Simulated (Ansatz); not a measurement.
Reaction (ligand exchange at a B–I bond): `FCBI` + H–F → `FBCF` + HI

Program: Ansatz. Geometries: PBE0-D4/def2-TZVP. ΔE: electronic, gas phase. CCSD(T)/CBS adds triple-zeta CCSD(T) − MP2 to the extrapolated MP2 energy (def2 sets, frozen cores). This one scheme is used for every species. DFT in def2-TZVPP. Elements past krypton have def2 core potentials. For I outer-core shells are correlated without core-valence functions, which leaves a few kJ/mol of doubt a bond. Each species was taken in one conformer, which may not be the lowest.

```tsv
level	ΔE (kJ/mol)	difference from CCSD(T)/CBS
LDA (SPW92)	-68.2	-7.9
r2SCAN-D4	-70.7	-10.4
r2SCANh-D4	-70.2	-9.9
BHLYP-D4	-78.3	-18.0
ωB97X-V	-75.8	-15.5
PBE-QIDH	-63.9	-3.6
PBE	-67.3	-7.0
revPBE	-67.8	-7.5
BLYP	-84.0	-23.7
r2SCAN	-71.7	-11.4
BHLYP	-86.1	-25.8
LC-ωPBE	-77.3	-17.0
HF/def2-TZVPP	-94.1	-33.8
SCS-MP2/def2-QZVPP	-63.5	-3.2
MP2/CBS(def2)	-50.0	10.3
CCSD/CBS(def2)	-65.0	-4.7
CCSD(T)/CBS	-60.3	0
```

Largest T1 diagnostic among the species: 0.012.

At CCSD(T), def2-SVP lies −33.3 kJ/mol from the extrapolated value and def2-TZVPP −7.3 kJ/mol. The D4 term adds +7.8 kJ/mol with B3LYP and +4.1 kJ/mol with PBE0; it sums over pairs of atoms, weighted by their polarisabilities, and B3LYP, whose exchange is more repulsive, gets the larger term.

B3LYP here is the variant with VWN-RPA as its local correlation; programs differ in this.
